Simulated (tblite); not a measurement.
Record of a relaxation.

C₃H₇AsBN.
Atom-mapped SMILES: `[CH3:1][B:2]([AsH2:3])[CH2:4][C:5]#[N:6]` (hydrogens: H7, H8, H9 on C1; H10, H11 on As3; H12, H13 on C4)

Computed with GFN2-xTB (tblite), gas phase: L-BFGS steps from a force-field or distance-geometry start until the largest atomic force falls under 0.01 eV/Å. 14 of its 91 geometries are shown.

Step 0: E = -445.7160 eV, largest atomic force 3.385 eV/Å
```
atom  x, y, z in Å  |  force x, y, z in eV/Å
C1      0.294    1.782    0.383   -0.749  -0.738   0.281
B2     -0.012    0.211    0.337    1.316  -0.005  -1.654
As3     1.630   -0.939    0.729    1.212   1.749   2.633
C4     -1.162   -0.208   -0.666   -1.120  -1.005   1.962
C5     -1.371   -1.655   -0.555   -0.130   0.615  -0.868
N6     -1.524   -2.790   -0.503    0.131   0.410   0.172
H7      1.321    1.923    0.035   -0.127   0.304   0.321
H8     -0.408    2.322   -0.279    0.464   0.085   0.534
H9      0.179    2.126    1.435    0.288   0.096  -0.802
H10     2.668   -0.956   -0.396   -1.085  -0.743  -0.194
H11     1.364   -2.263    1.436   -0.279  -0.304  -1.410
H12    -2.095    0.293   -0.333    0.113  -0.245  -0.488
H13    -0.889    0.155   -1.640   -0.035  -0.220  -0.487
```

Step 7: E = -447.2227 eV, largest atomic force 1.212 eV/Å
```
atom  x, y, z in Å  |  force x, y, z in eV/Å
C1      0.292    1.752    0.355   -0.121  -0.010   0.110
B2      0.141    0.185    0.217   -0.165   0.305   0.143
As3     1.815   -0.782    1.035   -0.305   0.058  -0.080
C4     -1.165   -0.241   -0.621   -0.148  -0.570   0.868
C5     -1.411   -1.664   -0.602    0.300   1.174  -0.016
N6     -1.518   -2.793   -0.509   -0.183  -0.934   0.011
H7      1.315    1.988    0.074    0.197   0.308  -0.114
H8     -0.398    2.356   -0.240    0.127  -0.082   0.035
H9      0.200    2.105    1.391    0.001  -0.223  -0.123
H10     2.433   -1.060   -0.325   -0.233  -0.034   0.137
H11     1.332   -2.204    1.170   -0.109   0.131  -0.285
H12    -2.107    0.280   -0.345    0.558  -0.182   0.075
H13    -0.935    0.079   -1.619    0.081   0.060  -0.760
```

Step 14: E = -447.3735 eV, largest atomic force 0.441 eV/Å
```
atom  x, y, z in Å  |  force x, y, z in eV/Å
C1      0.322    1.781    0.340   -0.089   0.051   0.011
B2      0.164    0.224    0.232    0.164   0.045  -0.180
As3     1.732   -0.754    1.066    0.221  -0.381  -0.022
C4     -1.089   -0.283   -0.599   -0.139  -0.146   0.233
C5     -1.352   -1.695   -0.566    0.046   0.259  -0.005
N6     -1.552   -2.819   -0.535   -0.012  -0.258   0.041
H7      1.329    2.097    0.064    0.054   0.035   0.045
H8     -0.383    2.370   -0.242   -0.070   0.097   0.006
H9      0.203    2.053    1.394    0.015   0.094  -0.044
H10     2.321   -1.053   -0.296   -0.025   0.215   0.055
H11     1.236   -2.169    1.039   -0.245   0.024   0.027
H12    -1.993    0.247   -0.274   -0.006  -0.072   0.025
H13    -0.944    0.004   -1.640    0.085   0.037  -0.191
```

Step 21: E = -447.4255 eV, largest atomic force 0.126 eV/Å
```
atom  x, y, z in Å  |  force x, y, z in eV/Å
C1      0.333    1.811    0.326    0.001  -0.014   0.026
B2      0.212    0.248    0.215    0.043  -0.096  -0.011
As3     1.725   -0.825    1.077   -0.086  -0.006  -0.012
C4     -1.048   -0.311   -0.582   -0.017   0.046  -0.030
C5     -1.323   -1.719   -0.541    0.098  -0.048  -0.021
N6     -1.549   -2.841   -0.528    0.045   0.030   0.064
H7      1.335    2.165    0.072   -0.016  -0.008  -0.014
H8     -0.390    2.398   -0.237   -0.001  -0.011  -0.069
H9      0.202    2.067    1.380   -0.001   0.064   0.069
H10     2.302   -0.988   -0.304    0.035  -0.057   0.020
H11     1.078   -2.176    0.978   -0.026   0.047  -0.114
H12    -1.947    0.204   -0.231   -0.088   0.051  -0.006
H13    -0.934   -0.035   -1.641    0.013   0.003   0.097
```

Step 28: E = -447.4463 eV, largest atomic force 0.123 eV/Å
```
atom  x, y, z in Å  |  force x, y, z in eV/Å
C1      0.334    1.820    0.336    0.010   0.022  -0.051
B2      0.218    0.257    0.229    0.000  -0.038   0.000
As3     1.691   -0.874    1.069   -0.056   0.031   0.042
C4     -1.048   -0.305   -0.562    0.041   0.058  -0.100
C5     -1.278   -1.721   -0.524   -0.061  -0.005   0.072
N6     -1.486   -2.846   -0.472    0.076   0.042  -0.007
H7      1.331    2.179    0.070    0.024  -0.036   0.020
H8     -0.384    2.377   -0.260   -0.059   0.064  -0.012
H9      0.194    2.113    1.379   -0.011  -0.001   0.001
H10     2.336   -1.007   -0.283    0.005  -0.001  -0.012
H11     0.976   -2.164    0.852    0.026  -0.111  -0.035
H12    -1.967    0.192   -0.234   -0.006   0.002   0.042
H13    -0.920   -0.019   -1.617    0.010  -0.026   0.041
```

Step 35: E = -447.4534 eV, largest atomic force 0.083 eV/Å
```
atom  x, y, z in Å  |  force x, y, z in eV/Å
C1      0.331    1.824    0.327    0.023   0.003   0.017
B2      0.212    0.257    0.230   -0.048   0.061  -0.030
As3     1.658   -0.901    1.073    0.025   0.004   0.006
C4     -1.057   -0.293   -0.560   -0.001   0.004  -0.031
C5     -1.274   -1.709   -0.506   -0.017  -0.041   0.018
N6     -1.433   -2.841   -0.447    0.005   0.001   0.005
H7      1.336    2.169    0.070   -0.025   0.008  -0.005
H8     -0.387    2.393   -0.267    0.060  -0.056  -0.006
H9      0.185    2.124    1.369    0.012  -0.024   0.008
H10     2.346   -1.007   -0.264    0.000   0.048   0.028
H11     0.973   -2.200    0.800   -0.003  -0.032  -0.008
H12    -1.974    0.204   -0.228    0.007   0.011  -0.015
H13    -0.920   -0.020   -1.615   -0.038   0.012   0.013
```

Step 42: E = -447.4566 eV, largest atomic force 0.067 eV/Å
```
atom  x, y, z in Å  |  force x, y, z in eV/Å
C1      0.339    1.820    0.327    0.008  -0.024  -0.024
B2      0.205    0.253    0.225   -0.028   0.034  -0.009
As3     1.639   -0.912    1.083   -0.008  -0.013  -0.011
C4     -1.070   -0.289   -0.567    0.003   0.007   0.009
C5     -1.280   -1.706   -0.497    0.005   0.015  -0.033
N6     -1.410   -2.842   -0.430   -0.026   0.025   0.014
H7      1.343    2.168    0.071   -0.002  -0.037   0.031
H8     -0.369    2.387   -0.279    0.012  -0.014   0.042
H9      0.187    2.116    1.371    0.002  -0.011  -0.066
H10     2.354   -0.972   -0.242    0.014   0.029   0.029
H11     0.987   -2.225    0.775    0.013   0.045  -0.018
H12    -1.983    0.218   -0.233    0.001  -0.030   0.023
H13    -0.946   -0.017   -1.623    0.004  -0.025   0.013
```

Step 48: E = -447.4615 eV, largest atomic force 0.116 eV/Å
```
atom  x, y, z in Å  |  force x, y, z in eV/Å
C1      0.359    1.802    0.313   -0.053   0.024   0.025
B2      0.187    0.245    0.212    0.078  -0.058   0.029
As3     1.594   -0.925    1.102   -0.021  -0.005  -0.006
C4     -1.095   -0.280   -0.576   -0.026  -0.063   0.082
C5     -1.287   -1.698   -0.491   -0.025   0.018   0.016
N6     -1.389   -2.833   -0.387   -0.053  -0.071  -0.018
H7      1.372    2.139    0.089    0.021  -0.031  -0.052
H8     -0.337    2.375   -0.294    0.009   0.099  -0.059
H9      0.193    2.095    1.353   -0.030   0.010   0.053
H10     2.386   -0.881   -0.175    0.050   0.009   0.016
H11     1.007   -2.237    0.690    0.023   0.020  -0.022
H12    -2.004    0.218   -0.222    0.010  -0.003  -0.003
H13    -0.991   -0.019   -1.633    0.017   0.051  -0.061
```

Step 55: E = -447.4789 eV, largest atomic force 0.181 eV/Å
```
atom  x, y, z in Å  |  force x, y, z in eV/Å
C1      0.380    1.774    0.285    0.050   0.020  -0.017
B2      0.160    0.224    0.187   -0.080  -0.037  -0.009
As3     1.504   -0.951    1.137    0.100  -0.039  -0.146
C4     -1.141   -0.292   -0.575   -0.067  -0.006  -0.004
C5     -1.338   -1.708   -0.469    0.038  -0.149   0.008
N6     -1.428   -2.842   -0.328   -0.058   0.147  -0.060
H7      1.423    2.031    0.103    0.075   0.090   0.016
H8     -0.234    2.410   -0.349   -0.059  -0.060   0.004
H9      0.186    2.054    1.324   -0.015   0.099   0.007
H10     2.496   -0.673    0.027   -0.020  -0.024   0.147
H11     1.101   -2.219    0.462    0.038  -0.020  -0.004
H12    -2.036    0.204   -0.188   -0.030   0.049   0.037
H13    -1.078   -0.011   -1.634    0.026  -0.073   0.021
```

Step 62: E = -447.5146 eV, largest atomic force 0.271 eV/Å
```
atom  x, y, z in Å  |  force x, y, z in eV/Å
C1      0.430    1.751    0.246   -0.009  -0.039   0.096
B2      0.119    0.204    0.169    0.091   0.043  -0.024
As3     1.360   -1.098    1.084    0.176  -0.080  -0.190
C4     -1.228   -0.299   -0.532    0.108   0.040  -0.022
C5     -1.403   -1.720   -0.403   -0.086  -0.038   0.012
N6     -1.495   -2.856   -0.279    0.002   0.169  -0.007
H7      1.498    1.959    0.151   -0.043  -0.013  -0.135
H8     -0.112    2.390   -0.450    0.008  -0.065   0.006
H9      0.185    2.103    1.254   -0.114  -0.045  -0.010
H10     2.618   -0.469    0.502   -0.190  -0.107   0.088
H11     1.325   -2.121   -0.024    0.041   0.169   0.139
H12    -2.111    0.213   -0.135    0.008  -0.029   0.035
H13    -1.192   -0.057   -1.601    0.007  -0.003   0.013
```

Step 69: E = -447.5281 eV, largest atomic force 0.101 eV/Å
```
atom  x, y, z in Å  |  force x, y, z in eV/Å
C1      0.431    1.743    0.251   -0.042  -0.030  -0.046
B2      0.137    0.197    0.168    0.020  -0.027   0.028
As3     1.365   -1.122    1.081   -0.013   0.001  -0.011
C4     -1.218   -0.290   -0.527   -0.012  -0.027   0.023
C5     -1.422   -1.705   -0.402    0.035   0.017  -0.009
N6     -1.531   -2.839   -0.292   -0.030  -0.079   0.038
H7      1.493    1.966    0.126   -0.037   0.012   0.063
H8     -0.119    2.360   -0.457   -0.063   0.000  -0.026
H9      0.158    2.096    1.251    0.055  -0.033  -0.042
H10     2.615   -0.475    0.557    0.030   0.020   0.024
H11     1.377   -2.087   -0.057   -0.009  -0.020  -0.013
H12    -2.099    0.217   -0.120    0.047   0.076   0.012
H13    -1.191   -0.061   -1.597    0.019   0.091  -0.040
```

Step 76: E = -447.5357 eV, largest atomic force 0.026 eV/Å
```
atom  x, y, z in Å  |  force x, y, z in eV/Å
C1      0.424    1.723    0.234    0.003   0.004   0.005
B2      0.151    0.175    0.166   -0.003  -0.006  -0.016
As3     1.359   -1.165    1.066   -0.016   0.007   0.017
C4     -1.212   -0.287   -0.523   -0.009  -0.009  -0.001
C5     -1.444   -1.697   -0.400   -0.008   0.019  -0.016
N6     -1.579   -2.828   -0.281    0.000  -0.016   0.018
H7      1.480    1.970    0.122    0.012   0.012  -0.007
H8     -0.141    2.320   -0.480   -0.010   0.001   0.004
H9      0.143    2.077    1.230   -0.003   0.000   0.012
H10     2.626   -0.457    0.671    0.013  -0.002  -0.004
H11     1.450   -2.045   -0.138    0.003  -0.010  -0.008
H12    -2.067    0.249   -0.096    0.011  -0.006   0.001
H13    -1.194   -0.034   -1.589    0.008   0.005  -0.004
```

Step 83: E = -447.5361 eV, largest atomic force 0.035 eV/Å
```
atom  x, y, z in Å  |  force x, y, z in eV/Å
C1      0.422    1.725    0.236   -0.004   0.010  -0.001
B2      0.154    0.176    0.163   -0.008   0.000  -0.009
As3     1.360   -1.158    1.070    0.006  -0.009   0.005
C4     -1.210   -0.286   -0.529   -0.003  -0.005   0.008
C5     -1.441   -1.697   -0.404    0.013   0.033  -0.001
N6     -1.570   -2.827   -0.272   -0.010  -0.005   0.000
H7      1.476    1.979    0.118    0.007   0.002  -0.002
H8     -0.150    2.324   -0.472   -0.011   0.003  -0.007
H9      0.144    2.074    1.235    0.003  -0.007   0.015
H10     2.628   -0.466    0.650    0.007  -0.003   0.002
H11     1.435   -2.061   -0.118    0.002  -0.001   0.001
H12    -2.063    0.248   -0.098    0.007  -0.006  -0.015
H13    -1.188   -0.029   -1.594   -0.009  -0.012   0.003
```

Step 90: E = -447.5365 eV, largest atomic force 0.009 eV/Å
```
atom  x, y, z in Å  |  force x, y, z in eV/Å
C1      0.419    1.729    0.236   -0.001  -0.005   0.003
B2      0.158    0.178    0.157   -0.003  -0.007  -0.001
As3     1.363   -1.154    1.072    0.002   0.002  -0.003
C4     -1.205   -0.286   -0.534   -0.004  -0.002   0.000
C5     -1.440   -1.696   -0.406   -0.003   0.001   0.008
N6     -1.579   -2.825   -0.271    0.003   0.004  -0.002
H7      1.471    1.989    0.113   -0.002   0.001  -0.007
H8     -0.162    2.328   -0.464    0.002   0.000   0.008
H9      0.147    2.067    1.241    0.001  -0.001   0.000
H10     2.635   -0.473    0.645    0.001   0.001   0.002
H11     1.436   -2.073   -0.104   -0.004   0.006   0.000
H12    -2.058    0.249   -0.103    0.001   0.004  -0.003
H13    -1.188   -0.032   -1.599    0.006  -0.005  -0.004
```

Q: Summarise the path.

A: The energy falls by 175.64 kJ/mol from step 0 to step 90; nine tenths of that is first reached at step 13. It rises by more than 0.2 meV at steps 3 and 59. The largest force goes from 3.385 to 0.009 eV/Å. Among the bonds C4–C5 changes most, from 1.466 to 1.435 Å; the atoms move by 0.590 Å rms after alignment.

The cost below is that of the whole relaxation. The run took 1.4 s of wall time on one thread of an Intel Xeon at 2.50 GHz, shared host.
